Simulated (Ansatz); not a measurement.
C2H8N (SMILES C[NH2+]C), charge +1, singlet, at a GFN2-xTB geometry; HF/cc-pVDZ (Ansatz, an electronic-structure program).

Ansatz was given this input:
Ansatz 0.2 input:
```yaml
crystal:
  periodic: [false, false, false]
  atoms:
    - {symbol: C, position_ang: [-0.02333821, -0.27178422, 1.23058526]}
    - {symbol: N, position_ang: [0.03459018, 0.54534707, 0.00080941]}
    - {symbol: C, position_ang: [-0.01095720, -0.26891545, -1.23138777]}
    - {symbol: H, position_ang: [0.81917921, -0.96023702, 1.25829085]}
    - {symbol: H, position_ang: [0.01259112, 0.36354745, 2.11314052]}
    - {symbol: H, position_ang: [-0.94632669, -0.84824181, 1.24954279]}
    - {symbol: H, position_ang: [0.89993071, 1.10048027, 0.00580798]}
    - {symbol: H, position_ang: [0.83180433, -0.95731169, -1.25222260]}
    - {symbol: H, position_ang: [0.03383921, 0.36847078, -2.11205406]}
    - {symbol: H, position_ang: [-0.93370156, -0.84531649, -1.26097066]}
    - {symbol: H, position_ang: [-0.75367517, 1.20537707, -0.00238562]}
basis:
  gaussian:
    orbitals: cc-pVDZ
hamiltonian:
  xc: hf
total_charge: 1
```

It wrote (shortened):

```
Functional definition: HF
1195 factors; their error is unknown
mean field evaluation 1: about -3660.2058 eV, gradient 3.5e1 eV
mean field evaluation 2: about -3662.8436 eV, gradient 1.4e1 eV
mean field evaluation 4: about -3663.3283 eV, gradient 8.5e-1 eV
mean field evaluation 8: about -3663.3816 eV, gradient 2.3e-1 eV
mean field -3663.38174812 eV, -134.6267961141 hartree, gradient 8.3e-5 eV, S^2 0.000000; 0 other end points of the search recorded, 0 dependent functions left out
reference -3663.38174812 eV, -134.6267961141 hartree; 13, 13 occupied and 69, 69 virtual orbitals, 1195 factors
Total energy: -3663.38174812 eV, -134.6267961141 hartree
```
